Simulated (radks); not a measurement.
The nuclear charge of the cobalt ion Co2+ is varied continuously with 25 electrons held in [Ar] 3d7. All-electron calculation, Dirac Kohn-Sham, PBE, spin-unpolarised, spherical densities, finite nucleus; open shells fill j = l - 1/2 first; Fermi nuclear charge, rms radius 3.7875 fm. Program: a radial shooting solver on a logarithmic mesh with Libxc functionals. By the Hellmann-Feynman theorem dE/dZ = E(electron-nucleus)/Z, the electronic potential at the nucleus (averaged over a nucleus of fixed radius).

Z     E (hartree)  E(electron-nucleus)/Z (hartree)   HOMO  e(HOMO) (eV)  <r> HOMO (bohr)
26.5  -1331.48256                         -120.002  3d5/2       -18.581            1.110
27    -1392.23389                         -123.002  3d5/2       -26.957            1.024
27.5  -1454.48317                         -125.995  3d5/2       -36.429           0.9554
28    -1518.22784                         -128.984  3d5/2       -46.919           0.8982

The central difference of E at Z = 27 is -123.001 hartree, to compare with the third column; the second derivative is -5.99 hartree.
